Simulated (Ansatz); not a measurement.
Frontier orbitals of H$_{4}$SeSi$_{2}$ (`[SiH2]1[SiH2][Se]1`).

```xyz
7

Si    0.0311   -1.1139    0.2127
Si    0.2064    1.1038   -0.1616
Se   -1.8318    0.0786   -0.3924
H     0.4945   -2.1100   -0.7814
H     0.0061   -1.6726    1.5848
H     0.3027    2.0764    0.9520
H     0.7910    1.6377   -1.4141
```

Charge 0, multiplicity 1. Correlated methods include outer-core shells of Se, which these sets cover unevenly. Scalar relativity is left out up to krypton. The geometry is a stationary point of PBE0-D4/def2-TZVP. Basis def2-TZVPP, the Gaussian-basis code of Ansatz.

```json
{"functional": "PBE", "HOMO (eV)": "-6.00", "LUMO (eV)": "-1.33", "gap (eV)": "4.67"}
{"functional": "BLYP", "HOMO (eV)": "-5.79", "LUMO (eV)": "-1.22", "gap (eV)": "4.57"}
{"functional": "r2SCAN", "HOMO (eV)": "-6.26", "LUMO (eV)": "-1.00", "gap (eV)": "5.26"}
{"functional": "B97M-V", "HOMO (eV)": "-6.35", "LUMO (eV)": "-1.09", "gap (eV)": "5.26"}
{"functional": "PBE0", "HOMO (eV)": "-7.07", "LUMO (eV)": "-0.50", "gap (eV)": "6.57"}
{"functional": "r2SCANh", "HOMO (eV)": "-6.65", "LUMO (eV)": "-0.72", "gap (eV)": "5.93"}
{"functional": "LC-ωPBE", "HOMO (eV)": "-9.61", "LUMO (eV)": "1.62", "gap (eV)": "11.23"}
{"functional": "ωB97M-V", "HOMO (eV)": "-9.15", "LUMO (eV)": "1.21", "gap (eV)": "10.36"}
{"functional": "HF", "HOMO (eV)": "-9.45", "LUMO (eV)": "2.52", "gap (eV)": "11.97"}
```

A quarter of exact exchange (PBE0) shifts PBE's HOMO by −1.08 eV and its LUMO by +0.83 eV; full exchange at long range (ωB97M-V) shifts them by −3.15 and +2.54 eV. The gap opens from 4.67 to 10.36 eV, since occupied levels lose self-interaction and empty ones feel all the electrons. A positive LUMO is unbound and depends on the basis.

LC-ωPBE has ω = 0.4 bohr⁻¹.
